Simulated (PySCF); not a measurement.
Computed shifts of a molecule C3H7BO, PySCF with PBE/pcSseg-1, GIAO, gas phase, atoms alike by connectivity averaged where their shifts nearly agree, in ppm (number of nuclei): ¹³C: 145.2 (1), 144.8 (1), 11.1 (1). ¹H: 7.00 (1), 6.56 (1), 6.49 (1), 5.32 (1), 0.78 (3). References: ¹¹B against BF3 (σ = 83.9 ppm); ¹³C against TMS (σ = 182.0 ppm); ¹H against TMS (σ = 31.49 ppm); ¹⁷O against H2O (σ = 334.3 ppm), references at their B3LYP-D3(BJ)/def2-TZVP geometries, non-relativistic. Coordinates come from a B3LYP-D3(BJ)/def2-SVP optimisation. The values are those of a single conformer.

Problem. Which molecule gave these data?
A. C=CCBO
B. CB1CCO1
C. OB1CCC1
D. C=CB(C)O

Solution. D, C=CB(C)O
